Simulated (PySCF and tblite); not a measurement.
Values are calculated unless marked as measured or tabulated.
Stationary points of C₉H₁₀O at GFN2-xTB, in Å:

Structure A

```
 1 O     3.080    0.840    0.623
 2 C     2.278   -0.317    0.499
 3 C     0.920   -0.021   -0.059
 4 C     0.024    0.964    0.558
 5 C    -1.152    1.138   -0.355
 6 C    -1.404    0.522    0.990
 7 C    -1.823   -0.860    0.766
 8 C    -1.713   -1.184   -0.523
 9 C     0.353   -0.544   -1.152
10 C    -1.070   -0.061   -1.302
11 H     3.143    1.262   -0.241
12 H     2.780   -1.071   -0.124
13 H     2.186   -0.711    1.517
14 H     0.454    1.772    1.130
15 H    -1.543    2.091   -0.673
16 H    -1.823    1.079    1.815
17 H    -2.168   -1.500    1.558
18 H    -1.912   -2.144   -0.967
19 H     0.764   -1.318   -1.776
20 H    -1.423    0.086   -2.320
```

Structure B

```
 1 O     3.021    0.629    1.016
 2 C     2.301   -0.374    0.346
 3 C     0.929    0.043   -0.088
 4 C     0.285    1.179    0.203
 5 C    -1.130    1.144   -0.324
 6 C    -1.763    0.562    0.918
 7 C    -1.789   -0.769    0.854
 8 C    -1.317   -1.234   -0.451
 9 C     0.095   -0.811   -0.942
10 C    -1.125   -0.022   -1.314
11 H     3.029    1.419    0.465
12 H     2.865   -0.734   -0.532
13 H     2.224   -1.207    1.054
14 H     0.631    1.964    0.852
15 H    -1.535    2.090   -0.676
16 H    -2.014    1.172    1.768
17 H    -2.107   -1.441    1.631
18 H    -1.675   -2.175   -0.842
19 H     0.572   -1.502   -1.623
20 H    -1.502    0.080   -2.318
```

Structure C

```
 1 O     3.045    0.744    0.785
 2 C     2.222   -0.359    0.473
 3 C     0.894    0.042   -0.096
 4 C     0.092    1.068    0.407
 5 C    -1.179    1.173   -0.378
 6 C    -1.500    0.544    0.945
 7 C    -1.736   -0.818    0.787
 8 C    -1.417   -1.198   -0.515
 9 C     0.171   -0.675   -1.052
10 C    -1.127    0.012   -1.351
11 H     3.132    1.294   -0.002
12 H     2.732   -1.037   -0.229
13 H     2.087   -0.890    1.422
14 H     0.455    1.841    1.061
15 H    -1.593    2.125   -0.677
16 H    -1.784    1.112    1.812
17 H    -1.960   -1.500    1.588
18 H    -1.635   -2.164   -0.935
19 H     0.600   -1.430   -1.688
20 H    -1.500    0.118   -2.359
```

Geometries: GFN2-xTB; energies: PBE0/pcSseg-1 + D3(BJ); zero-point and thermal terms from GFN2-xTB harmonic modes (soft modes blended into free rotors).

Which structure is a saddle point, and along which motion?

C: one imaginary mode (408i cm⁻¹ at GFN2-xTB, mostly on C6, C9, C8), along the Cope rearrangement (breaking C9–C8, making C4–C6).

Give their symmetry and energies above the lowest.

A C1, 0.0 kcal/mol; B C1, 0.6 kcal/mol; C C1, 14.3 kcal/mol.

DFT energies on a tight-binding saddle of a bond shift can be off by several kcal/mol.
